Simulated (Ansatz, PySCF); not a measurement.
The pair A = N2 (SMILES N#N) (first 2 atoms), B = C2H3N (SMILES CC#N); geometry from B3LYP-D3(BJ)/def2-TZVP.
(charge 0, multiplicity 1):
```xyz
8

N     -0.150     0.125    -0.216
N      0.220    -0.615    -0.926
C     -0.107     1.246     3.193
C      0.705     0.059     2.980
N      1.345    -0.879     2.804
H      0.514     2.067     3.554
H     -0.576     1.545     2.255
H     -0.885     1.043     3.929
```

Cores are frozen in the correlated methods. CBS(a, b) extrapolates the correlation energy as X⁻³ and adds the Hartree–Fock energy of set b. MP2 and its Hartree–Fock in aug-cc-pVTZ are density fitted.

The values were computed with Ansatz (Gaussian basis) for Hartree–Fock, density functionals and correlated methods; PySCF for the dispersion terms. Values without a source in brackets are computed.

The monomers are drawn apart, rigid, along the line of their centres of mass. Counterpoise-corrected interaction energies (kcal/mol):

```
level                                                     R = 4.969 Å  R = 6.293 Å
--------------------------------------------------------  -----------  -----------
PBE/def2-TZVPPD                                               -0.2928      -0.0889
PBE-D3(BJ)/def2-TZVPPD                                        -0.4689      -0.1327
wB97M-V/def2-TZVPPD                                           -0.3906      -0.1204
MP2/CBS(aug-cc-pVDZ, aug-cc-pVTZ) + ΔCCSD(T)/aug-cc-pVDZ      -0.3857      -0.1202
```

Q: R is the distance of the centres of mass. Find the local exponent m of E ∝ R⁻ᵐ between the two points.

A: 
m = ln(E₁/E₂)/ln(R₂/R₁): PBE/def2-TZVPPD 5.0; PBE-D3(BJ)/def2-TZVPPD 5.3; wB97M-V/def2-TZVPPD 5.0; MP2/CBS(aug-cc-pVDZ, aug-cc-pVTZ) + ΔCCSD(T)/aug-cc-pVDZ 4.9. For scale, two fixed dipoles give m = 3, dipole and quadrupole 4, quadrupoles 5, and dispersion or dipole-induced dipole 6 at long range; at these distances several terms mix, and what is left of overlap and damping shifts m, so it need not match one of them.

Ansatz is a first-principles code.
